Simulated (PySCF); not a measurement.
C₂Fe, SMILES [C]1[C][Fe]1, multiplicity 5.

Coordinates come from a B3LYP-D3(BJ)/def2-TZVP optimisation. The multiplicity is an assumed one; other spin states were not compared.

The numbers are results of B3LYP-D3(BJ)/def2-TZVP (PySCF), not measurements.

Frequencies are harmonic and unscaled.

```tsv
mode	ν (cm⁻¹)	IR (km/mol)	moving atoms (share of kinetic energy)
1	422	5.2	C 95 %
2	576	41.6	C 70 %, Fe 30 %
3	1748	11.7	C 100 %
```
